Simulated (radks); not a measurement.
Values are calculated unless marked as measured or tabulated.
The technetium anion Tc- inside a hard spherical wall (all orbitals vanish at R), configuration held at [Kr] 4d6 5s2 and not refilled when levels cross. Code: a radial shooting solver on a logarithmic mesh with Libxc functionals. Model: scalar-relativistic Kohn-Sham, PBEsol, spin-polarised, spherical densities, finite nucleus; open shells are filled with parallel spins first (spin-orbit coupling, left out, can overturn this in heavy ions); Fermi nuclear charge, rms radius 4.4112 fm. Eigenvalues in eV for spin up, with the zero of energy where the potential of the charges vanishes at infinity; a dash marks a level that is unbound or too diffuse for the functional's potential to be trusted. A positive occupied level is held by the wall or, in an anion where self-interaction has pushed it up, behind a barrier. The pressure on the wall is -dE/dV.

R (bohr)  E (hartree)  kinetic (hartree)    e(4s)    e(4p)   e(4d)   e(5s)  e(6s, empty)  e(5p, empty)  pressure (GPa)
20        -4283.45826           4422.483  -65.970  -38.159  -0.225   0.108         2.265         2.268        0.000898
15        -4283.45726           4422.483  -65.709  -37.900   0.018   0.281         3.111         2.695         0.00369
8         -4283.43006           4422.597  -64.360  -36.546   1.311   1.386         9.584         4.752           0.686
7         -4283.40130           4422.713  -63.564  -35.753   2.043   2.098        13.165         5.868            2.02
3.5       -4281.84729           4428.083  -48.888  -21.620  15.696  22.094        84.953        32.210             394
2         -4264.90654           4482.354    0.760   29.622  76.321  157.21        405.49        183.02           22900
